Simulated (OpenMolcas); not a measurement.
## neutral germanium: thermal populations, the spin-orbit constant, worked from levels

* Program: OpenMolcas
* Basis: ANO-RCC-VQZP [7s6p4d2f1g]
* Scalar Hamiltonian: DKH2, point nucleus
* Active space: 4 electrons in 9 orbitals (RAS2 4s 4p; RAS3 4d, at most 2 electrons)
* State averaging: 2S+1 = 3 even, 3 roots; 2S+1 = 1 even, 6 roots; 2S+1 = 5 odd, 1 root; 2S+1 = 3 odd, 5 roots; 2S+1 = 1 odd, 5 roots (0 in the spin-orbit step)
* Spin-orbit coupling: RASSI with atomic mean-field integrals over the reference wave functions, term energies averaged over their components

Methods: RASSCF; SS-RASPT2, IPEA 0.25 Eh, imaginary shift 0.1 Eh (closed shells correlated: 3d). Measured levels: NIST Handbook of Basic Atomic Spectroscopic Data.

**Thermal populations.** Z = Σ (2J + 1) exp(-E/kT) with k = 0.695035 cm-1/K, over the levels below. No other level of either list lies under 37400 cm-1, which is above 7 kT at each temperature.

```json
{"Level": "4s² 4p² ³P₀", "2J + 1": "1", "SS-RASPT2": "0.0", "measured": "0.0"}
{"Level": "4s² 4p² ³P₁", "2J + 1": "3", "SS-RASPT2": "493", "measured": "557"}
{"Level": "4s² 4p² ³P₂", "2J + 1": "5", "SS-RASPT2": "1276", "measured": "1410"}
{"Level": "4s² 4p² ¹D₂", "2J + 1": "5", "SS-RASPT2": "8180", "measured": "7125"}
{"Level": "4s² 4p² ¹S₀", "2J + 1": "1", "SS-RASPT2": "17540", "measured": "16367"}
```

| T (K) | Z, SS-RASPT2 | Z, measured levels | Ground level (%), SS-RASPT2 | Ground level (%), measured levels |
| --- | --- | --- | --- | --- |
| 2000 | 5.115 | 4.852 | 19.6 | 20.6 |
| 3000 | 6.179 | 6.004 | 16.2 | 16.7 |
| 5000 | 7.548 | 7.541 | 13.2 | 13.3 |

At 5000 K, kT = 3475 cm-1, and the computed levels give Z = 1.000 + 2.603 + 3.463 + 0.475 + 0.006 = 7.548.

**The spin-orbit constant.** For the Hund term ³P of p2, E(J) = (A/2) J(J+1) + constant and ζ = 2S·A = 2A. From J = 0 to J = 2 the energy changes by 3 A.

| Source | E(2) - E(0) | A | ζ |
| --- | --- | --- | --- |
| RASSCF | 1273.4 | 424.5 | 849 |
| SS-RASPT2 | 1275.9 | 425.3 | 851 |
| measured | 1410.0 | 470.0 | 940 |

All in cm-1. SS-RASPT2 is off by -9.5 % and RASSCF by -9.7 %. Both methods take the spin-orbit matrix elements from the reference wave functions, so the second can move ζ only through the term energies and any multistate remixing. Second-order mixing with other terms is absorbed into this ζ.

Some high roots are left out of the spin-orbit mixing, which shifts the levels that they would mix with. Active for correlation alone: 4d; no level in the range computed is led by a configuration that fills it, so any true level of that kind is missing. Without dynamic correlation excited terms often stand tens of per cent too high (terms of higher spin than the ground term too low), and those without a measured partner can miss by more than the paired ones (holds for RASSCF). Measured partners are found by configuration, term and J. A level has none where our copy of the source lacks it or the pairing is in doubt (some pairs that miss far off the trend of their configuration count as doubtful), and it then counts in no deviation. Levels of configurations outside the active space are missing.
